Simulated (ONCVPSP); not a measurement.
## Before and after: ONCV potential for boron (B)

```
Element                 : B (Z = 5)
Generator               : ONCVPSP 4.0.1
Type                    : optimised norm-conserving Vanderbilt (ONCV)
Functional              : Wu-Cohen
Relativity              : scalar-relativistic
Frozen core             : [He]
Valence charge          : 3
Reference configuration : 2s1.5 (charge +1.5)
Partial waves           : 2s: rc 1.60 bohr, ncon 3, nbas 6, qcut 3.7 1/bohr, 1 projector; p scattering state at 0.11 Ha: rc 1.30 bohr, ncon 4, nbas 8, qcut 6.6 1/bohr, 2 projectors, debl 2.3 Ha
Local potential         : polynomial inside 1.15 bohr (lpopt 5, dvloc0 0 Ha)
Core correction         : Teter function fitted to the true core (icmod 2), fcfact 0.65
```

In the p channel the program set the typed energies aside and used 0.050, 2.350 Ha.

Change: s: qcut 4.8; p: qcut 8.5.

Cutoffs: the cutoffs (Ha) at which the residual kinetic energy of the hardest occupied pseudo-wave falls to 1 and 0.1 mHa per electron; they do not see the model core or the augmentation charge, which bear on the density cutoff. Errors are all-electron minus pseudo energies relative to the spin-unpolarised reference configuration.

What does the change do?

The potential gets softer (14 Ha and 36 Ha → 9.1 Ha and 18 Ha); of the 4 tests that both files solve, the error grows in 2 and shrinks in 2 by more than 15 % and 0.3 meV (median size 16.4 → 9.7 meV); neither file shows a bound ghost.

| quantity | base | changed |
| --- | --- | --- |
| cutoff, loose | 14 Ha | 9.1 Ha |
| cutoff, tight | 36 Ha | 18 Ha |
| bound ghosts | none | none |
| GHOST(+) flags under 300 eV | none | none |
| error for 2s2 2p1, meV [ΔE -19.31 eV] | +44 | +28 |
| error for 2s2, meV [ΔE -11.16 eV] | +2.5 | +4.2 |
| error for 2s1, meV [ΔE 14.14 eV] | +3.7 | +6.8 |
| error for 2s1 2p1, meV [ΔE -5.01 eV] | +29 | +13 |
| s: phases at 1.63 bohr within 0.05 rad from the reference energy up to (Ha; the scan ends near 5) | 0.9 | 1.2 |
| p: phases at 1.32 bohr within 0.05 rad from the reference energy up to (Ha; the scan ends near 5) | to the end of the scan | to the end of the scan |
| rms error of d²Exc/dni dnj with the model core, mHa | 0.37 | 1.08 |
